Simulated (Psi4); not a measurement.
Psi4 input (wB97X-D/6-311+G**):

```
memory 1500 MB

molecule {
0 2
Si    2.24447700   -0.20178400    0.48718400
Si   -0.01344100    0.00248600   -0.00009900
Cl   -0.52484900   -0.83749200   -1.80852300
Cl   -1.12153700   -0.92371800    1.46046100
Cl   -0.52869400    1.98993100   -0.05989300
H     2.65498900   -1.62134400    0.61046900
H     3.08685700    0.52326600   -0.49440600
symmetry c1
no_reorient
no_com
}

set {
  basis 6-311+G**
  reference uks
  scf_type df
  df_basis_scf def2-universal-jkfit
  dft_radial_points 99
  dft_spherical_points 590
  e_convergence 1e-8
  d_convergence 1e-7
  maxiter 150
}

e = energy('wb97x-d')
print_out(f'\nFINAL {e:.10f} DIPOLE {variable("CURRENT DIPOLE")[0]:.6f} {variable("CURRENT DIPOLE")[1]:.6f} {variable("CURRENT DIPOLE")[2]:.6f}\n')
```

From the output:

```
  HONO-1 :   40  A 1.9990750
  HONO-0 :   41  A 1.0000000
  LUNO+0 :   42  A 0.0009250
  LUNO+1 :   43  A 0.0001740
  LUNO+2 :   44  A 0.0001398
  LUNO+3 :   45  A 0.0000494

Computation Completed

Properties will be evaluated at   0.000000,   0.000000,   0.000000 [a0]

Properties computed using the SCF density matrix

 Multipole Moments:

 ------------------------------------------------------------------------------------
     Multipole            Electronic (a.u.)      Nuclear  (a.u.)        Total (a.u.)
 ------------------------------------------------------------------------------------

 L = 1.  Multiply by 2.5417464519 to convert [e a0] to [Debye]
 Dipole X            :          0.8030374           -0.0000189            0.8030185
 Dipole Y            :         -0.0788519            0.0000132           -0.0788387
 Dipole Z            :          0.1620589            0.0000340            0.1620929
 Magnitude           :                                                    0.8229996

 ------------------------------------------------------------------------------------

FINAL -1960.9181377659 DIPOLE 0.803018 -0.078839 0.162093

*** Psi4 exiting successfully. Buy a developer a beer!
```

The geometry given is a B3LYP-D3(BJ)/def2-TZVP minimum.
